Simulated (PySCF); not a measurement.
Bonding in `CO[Si@@H]1[SiH2][SiH2][SiH2][Si@@H]1C`

C2H14OSi5.
SMILES with atom numbers: `[CH3:1][O:2][Si@@H:3]1[SiH2:4][SiH2:5][SiH2:6][Si@@H:7]1[CH3:8]` (hydrogens: H9, H10, H11 on C1; H12 on Si3; H13, H14 on Si4; H15, H16 on Si5; H17, H18 on Si6; H19 on Si7; H20, H21, H22 on C8)

Geometry (GFN2-xTB, Å), atoms numbered from 1 in this order:
```xyz
22
C2H14OSi5 angstrom
C      2.7553   -1.2211    0.6348
O      1.5208   -1.0865    0.0133
Si     1.0319    0.1285   -0.9773
Si     1.0842    2.1392    0.2195
Si    -0.9532    2.2643    1.3634
Si    -2.3797    0.6348    0.4770
Si    -1.1941   -0.5239   -1.1862
C     -1.4799   -2.4074   -1.1062
H      2.7162   -2.0919    1.2906
H      2.9923   -0.3339    1.2290
H      3.5487   -1.3651   -0.1033
H      1.9322    0.1266   -2.1504
H      1.2551    3.2946   -0.6719
H      2.2318    2.2715    1.1359
H     -1.5396    3.6095    1.2942
H     -0.7645    2.0735    2.8102
H     -3.6142    1.2431   -0.0410
H     -2.8829   -0.2503    1.5394
H     -1.6750   -0.0966   -2.5182
H     -1.0065   -2.9172   -1.9414
H     -1.0522   -2.8123   -0.1933
H     -2.5373   -2.6599   -1.1190
```

Bond orders from the PBE0/pcSseg-1 density (PySCF). Geometry: GFN2-xTB, one conformer, isolated molecule.

Task: Where do the orders between heavy atoms depart from those drawn in the SMILES?

Result: The largest departure is 0.151, at Si4–Si5 (drawn single, 0.849). Drawn single, order below 0.88: Si3–Si4 (0.858), Si4–Si5 (0.849), Si5–Si6 (0.856), Si6–Si7 (0.860) and Si7–Si3 (0.878).

Task: Give the Mayer order of every bond between heavy atoms, beside its length.

Result: 
```tsv
bond	drawn as	length (Å)	Mayer order
C1–O2	single	1.389	0.909
O2–Si3	single	1.642	0.902
Si3–Si4	single	2.340	0.858
Si4–Si5	single	2.340	0.849
Si5–Si6	single	2.340	0.856
Si6–Si7	single	2.348	0.860
Si7–C8	single	1.907	0.962
Si7–Si3	single	2.329	0.878
```

Bonds between the same two heavy elements. Si–Si: lowest Si4–Si5 (0.849, 2.340 Å), highest Si7–Si3 (0.878, 2.329 Å).

Task: And the bonds to hydrogen?

Result: C–H: 0.95 to 0.97 (6 bonds); H–Si: 0.90 to 0.94 (8 bonds).

Task: Sum the orders of all bonds at each heavy atom with more than one neighbour and set the sums beside the valence in the SMILES.

Result: C1 3.805 (drawn 4), O2 1.811 (drawn 2), Si3 3.539 (drawn 4), Si4 3.564 (drawn 4), Si5 3.573 (drawn 4), Si6 3.584 (drawn 4), Si7 3.617 (drawn 4), C8 3.829 (drawn 4). Orders between atoms that aren't bonded are not in these sums.

Mayer orders depend on the basis set.
